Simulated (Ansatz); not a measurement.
`[SiH3][O][Al]([SH])[Br]` → `[SiH3][O][Al][SH]`• + Br•  (homolysis of the Al–Br bond)

Program: Ansatz. Geometries: PBE0-D4/def2-TZVP. ΔE: electronic, gas phase. CBS: MP2 limit from def2 TZ/QZ plus the TZ coupled-cluster correction, frozen cores. Functionals use def2-TZVPP. Open shells (•) are unrestricted, without spin–orbit coupling. Spin–orbit coupling would lower the free atoms: clearly for Br. For Br outer-core shells are correlated without core-valence functions, so the limit isn't a true one: a few kJ/mol of doubt a bond, and 10 to 20 or more in all where bonds break to atoms. Scalar relativity is left out up to krypton. Each species was taken in one conformer, which may not be the lowest.

```csv
level,ΔE (kJ/mol)
CAM-B3LYP-D4,430.8
LC-ωPBE,426.7
CCSD(T)/def2-SVP,422.8
CCSD(T)/def2-TZVPP,438.7
```

**Question.** What does CCSD(T)/CBS give? (An estimate is asked.)

**Answer.** The calculation gave: +457.6 kJ/mol. The listed levels differ from it by -26.8, -30.9, -34.8, -18.9 kJ/mol.

Largest T1 diagnostic among the species: 0.014.

In def2-TZVPP, CCSD(T) changes the Hartree–Fock value by +96.0 kJ/mol (the triples alone add +7.6 kJ/mol) and MP2 by +111.7 kJ/mol; breaking electron pairs costs correlation energy, which Hartree–Fock lacks. From BLYP to BHLYP (50 % exact exchange), in def2-TZVPP and without D4, ΔE moves by +14.1 kJ/mol. At CCSD(T), def2-SVP lies −34.8 kJ/mol from the extrapolated value and def2-TZVPP −18.9 kJ/mol: correlation converges slowly with the basis, and small sets miss more of it in the bonded molecule than in its fragments.

CCSD(T)/CBS has its own doubt, a few kJ/mol and more with outer-core shells, so smaller differences from it don't rank the levels.
